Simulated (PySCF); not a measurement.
Selenium: highly charged ions in a basis for the neutral atom

Se¹⁰⁺ [Ar] 3d6, Se¹¹⁺ [Ar] 3d5. Computed with PySCF 2.14 in 6-31G* (5s4p3d, 32 functions), with the non-relativistic Hamiltonian (point nucleus). No spin-orbit coupling, so a gap to NIST mixes the basis error with missing relativistic terms.

Changed run: basis of the neutral atom used for a highly charged ion. This setting is unsound on purpose.

```json
{"species": "Se¹⁰⁺", "method": "UHF", "sound run (hartree)": "not run", "changed run (hartree)": "-2360.15843", "converged": "yes"}
{"species": "Se¹⁰⁺", "method": "LDA", "sound run (hartree)": "not run", "changed run (hartree)": "-2357.72511", "converged": "yes"}
{"species": "Se¹⁰⁺", "method": "PBE0", "sound run (hartree)": "not run", "changed run (hartree)": "-2361.01905", "converged": "yes"}
{"species": "Se¹¹⁺", "method": "UHF", "sound run (hartree)": "not run", "changed run (hartree)": "-2349.19863", "converged": "yes"}
{"species": "Se¹¹⁺", "method": "LDA", "sound run (hartree)": "not run", "changed run (hartree)": "-2346.66472", "converged": "yes"}
{"species": "Se¹¹⁺", "method": "PBE0", "sound run (hartree)": "not run", "changed run (hartree)": "-2349.96182", "converged": "yes"}
```

Ionisation energy of Se¹⁰⁺:

```tsv
method	changed run (eV)	NIST (eV)
UHF	298.23	291 ± 2.4
LDA	300.97	291 ± 2.4
PBE0	300.88	291 ± 2.4
```

The contracted functions were made for the neutral atom and can be too rigid for a highly charged ion.
